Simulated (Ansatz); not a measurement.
Start from `COC(F)(F)CF` and change one atom or group to get `FCC(F)(F)C(F)(F)F`.

Ansatz, PBE0-D4/def2-TZVP geometries, multiplicity 1. Each molecule was computed in one conformer, which needn't be the lowest.

| property | `COC(F)(F)CF` |
| --- | --- |
| HOMO–LUMO gap (B3LYP/def2-TZVPP) / eV | 9.90 |
| HOMO energy (B3LYP/def2-TZVPP) / eV | -8.90 |
| size of the dipole moment (ωB97M-V/def2-TZVPP) / D | 2.72 |
| HOMO–LUMO gap (ωB97M-V/def2-TZVPP) / eV | 14.46 |
| HOMO–LUMO gap (PBE0/def2-TZVPP) / eV | 10.51 |
| HOMO–LUMO gap (PBE/def2-TZVPP) / eV | 7.81 |

Give the same properties after the change, and the shifts. (Estimate.)

Ansatz gave: 
```tsv
property	`FCC(F)(F)C(F)(F)F`	shift
HOMO–LUMO gap (B3LYP/def2-TZVPP) / eV	10.51	0.61
HOMO energy (B3LYP/def2-TZVPP) / eV	-10.00	-1.10
size of the dipole moment (ωB97M-V/def2-TZVPP) / D	1.91	-0.81
HOMO–LUMO gap (ωB97M-V/def2-TZVPP) / eV	15.27	0.81
HOMO–LUMO gap (PBE0/def2-TZVPP) / eV	11.05	0.54
HOMO–LUMO gap (PBE/def2-TZVPP) / eV	8.11	0.30
```

With PBE0 the HOMO falls by 1.05 eV and the LUMO falls by 0.51 eV, so the gap widens by about 0.54 eV. PBE moves the HOMO by -0.95 eV and ωB97M-V by -1.02 eV. The zero-point energy changes by -73.1 kJ/mol with -3 modes. Dipoles are sizes alone; their direction can turn.

B3LYP here is the variant with VWN-RPA as its local correlation; programs differ in this.

Positive LUMOs are unbound, so they and the gaps depend on the basis.
